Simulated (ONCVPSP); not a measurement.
**Which change was made? (Au, ONCV)**

* Element: Au (Z = 79)
* Generator: ONCVPSP 4.0.1
* Type: optimised norm-conserving Vanderbilt (ONCV)
* Functional: Wu-Cohen
* Relativity: scalar-relativistic
* Frozen core: [Kr] 4d10 4f14
* Valence charge: 19
* Reference configuration: 5s2 5p6 5d9 (charge +2)
* Partial waves: 5s: rc 1.50 bohr, ncon 3, nbas 7, qcut 8.1 1/bohr, 2 projectors, debl 3.1 Ha; 5p: rc 1.55 bohr, ncon 4, nbas 9, qcut 8.9 1/bohr, 2 projectors, debl 2 Ha; 5d: rc 1.50 bohr, ncon 4, nbas 8, qcut 7 1/bohr, 1 projector
* Local potential: polynomial inside 1.10 bohr (lpopt 2, dvloc0 0 Ha)
* Core correction: none

In the s channel the program set the typed energies aside and used -4.781, 0.050 Ha. In the p channel the program set the typed energies aside and used -2.989, 0.250 Ha.

Cutoffs, loose and tight: the cutoffs (Ha) at which the residual kinetic energy of the hardest occupied pseudo-wave falls to 1 and 0.1 mHa per electron. They do not see the model core or the augmentation charge, which bear on the density cutoff. Test errors are all-electron minus pseudo excitation energies from the reference, over the configurations 5s2 5p6 5d10 6s1; 5s2 5p6 5d10; 5s2 5p6 5d8; 5s2 5p6 5d9 6s2; variants that change the core or the reference have their own tests.

The base gives: outcome: generated, projector energies reset by the program; cutoff, loose: 26 Ha; cutoff, tight: 32 Ha; bound ghosts: none; GHOST(+) flags above zero: s; largest test error (meV): +9.0.

(1) After one change the result is: outcome: generated, projector energies reset by the program; cutoff, loose: 21 Ha; cutoff, tight: 25 Ha; bound ghosts: none; GHOST(+) flags above zero: s; largest test error (meV): -12. Which change was it?
A. all radii scaled by about 1.12 (s 1.68, p 1.74, d 1.68 bohr); local potential polynomial inside 1.24 bohr (lpopt 2, dvloc0 0 Ha)
B. all radii scaled by about 0.88 (s 1.32, p 1.36, d 1.32 bohr); local potential polynomial inside 0.96 bohr (lpopt 2, dvloc0 0 Ha)
C. all radii scaled by about 1.28 (s 1.92, p 2.00, d 1.92 bohr); local potential polynomial inside 1.42 bohr (lpopt 2, dvloc0 0 Ha)

Answers

(1) A. The others give: all radii scaled by about 1.28 (s 1.92, p 2.00, d 1.92 bohr); local potential polynomial inside 1.42 bohr (lpopt 2, dvloc0 0 Ha) → outcome: generated, projector energies reset by the program; cutoff, loose: 19 Ha; cutoff, tight: 22 Ha; bound ghosts: none; GHOST(+) flags above zero: none; largest test error (meV): +24 | all radii scaled by about 0.88 (s 1.32, p 1.36, d 1.32 bohr); local potential polynomial inside 0.96 bohr (lpopt 2, dvloc0 0 Ha) → outcome: generated, projector energies reset by the program; cutoff, loose: 31 Ha; cutoff, tight: 37 Ha; bound ghosts: none; GHOST(+) flags above zero: s; largest test error (meV): +8.9.
